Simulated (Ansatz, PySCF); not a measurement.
Caution: the highest occupied level lies above zero, so the state may not be bound. This singlet lies 0.67 eV below the relaxed triplet at the level frozen-core CCSD(T)/aug-cc-pVDZ // B3LYP-D3(BJ)/def2-TZVPD (Ansatz, a program for electronic structure).

B3LYP has the VWN-RPA correlation part, as in Gaussian. 

Z-matrix (Å, degrees):
```
B
C 1 1.5852
H 2 1.0893 1 116.99
H 2 1.1091 3 107.37 1 120.84
H 2 1.1106 3 108.00 4 114.37
C 1 1.5853 2 111.11 3 -176.30
H 6 1.0893 1 117.00 2 177.39
H 6 1.1092 7 107.44 1 -121.29
H 6 1.1104 7 107.95 8 -114.36
```
Charge -1, spin multiplicity 1.

Q: What is the computed HOMO and total energy (B3LYP-D3(BJ)/def2-TZVPD run with PySCF)?

A: 
The HOMO is 1.26 eV and the total energy comes out as -104.6572 Ha.
